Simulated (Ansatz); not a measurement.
Frontier orbitals of `[GaH2][CH2]N1C[SiH2]1`.

Cartesian coordinates in Å:
```
Ga 2.0520 0.2110 0.6077
C 0.7835 0.4915 -0.9080
N -0.5920 0.1165 -0.7139
C -1.3862 0.5700 0.4375
Si -1.5467 -1.1670 -0.1362
H 1.6341 -0.6085 1.8865
H 3.5251 0.7603 0.4987
H 0.8426 1.5409 -1.2271
H 1.1919 -0.0796 -1.7523
H -2.1054 1.3640 0.2396
H -0.8341 0.7212 1.3738
H -0.9604 -2.2265 0.7218
H -2.6043 -1.6938 -1.0283
```

The species carries charge 0 and has multiplicity 1. Correlated methods include outer-core shells of Ga, which these sets cover unevenly. Scalar relativity is left out up to krypton. Geometry: relaxed with PBE0-D4/def2-TZVP. It is one conformer, not always the lowest. Basis def2-TZVPP, Ansatz 0.2.0.

| functional | HOMO (eV) | LUMO (eV) | gap (eV) |
| --- | --- | --- | --- |
| PBE | -4.76 | -2.32 | 2.44 |
| PBE0 | -5.89 | -1.50 | 4.39 |
| CAM-B3LYP | -7.16 | -0.62 | 6.54 |
| LC-ωPBE | -8.45 | 0.58 | 9.03 |
| ωB97M-V | -8.06 | 0.16 | 8.22 |

Against PBE, PBE0 changes HOMO and LUMO by −1.13 and +0.82 eV, ωB97M-V by −3.30 and +2.48 eV. A gap of 2.44 eV thus becomes 8.22 eV for the same molecule, so an orbital gap means little without its functional. A positive LUMO is unbound and depends on the basis.

LC-ωPBE has ω = 0.4 bohr⁻¹.
